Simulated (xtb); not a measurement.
C₄H₈OSi, SMILES C#C[SiH2]CCO. All values are semi-empirical tight-binding results from xtb (GFN2-xTB unless named), good for trends rather than for accurate numbers. Geometry optimised at GFN2-xTB. This is a generated structure with no PubChem entry under its InChIKey; it may be hypothetical. Other conformers were not sampled.

Optimised geometry:

```xyz
14

C      2.0060    -2.0334     0.1931
C      1.5786    -0.9146     0.0876
Si     0.8959     0.7970    -0.0727
C     -0.7739     0.8265     0.8535
C     -1.7710    -0.1484     0.2398
O     -1.9370     0.0600    -1.1443
H      2.3803    -3.0131     0.2830
H      1.8073     1.7387     0.5940
H      0.7381     1.1396    -1.4879
H     -1.1978     1.8341     0.8289
H     -0.6350     0.5705     1.9041
H     -1.4012    -1.1719     0.3346
H     -2.7441    -0.0840     0.7525
H     -2.2317     0.9673    -1.2813
```

Computed properties:
```json
{
 "orbital_gap": "5.01 eV",
 "dipole_moment": "1.74 D",
 "zero_point_energy": "64.9 kcal/mol",
 "G − E(el) at 298.15 K (modified RRHO)": "44.2 kcal/mol",
 "static polarisability (D4 model)": "78.6 bohr³",
 "solvation energy, GFN2-xTB/ALPB(water)": "-4.0 kcal/mol",
 "solvation energy, GFN2-xTB/ALPB(toluene)": "-4.8 kcal/mol"
}
```

Computed atomic charges and the Wiberg bond orders between heavy atoms:
charges (e) C1 -0.08, C2 -0.12, Si3 0.47, C4 -0.17, C5 0.08, O6 -0.45, H7 0.07, H8 -0.10, H9 -0.07, H10 0.01, H11 0.02, H12 0.04, H13 0.01, H14 0.28. Bond orders C1–C2 2.92, C2–Si3 0.93, Si3–C4 0.86, C4–C5 1.02, C5–O6 1.00.
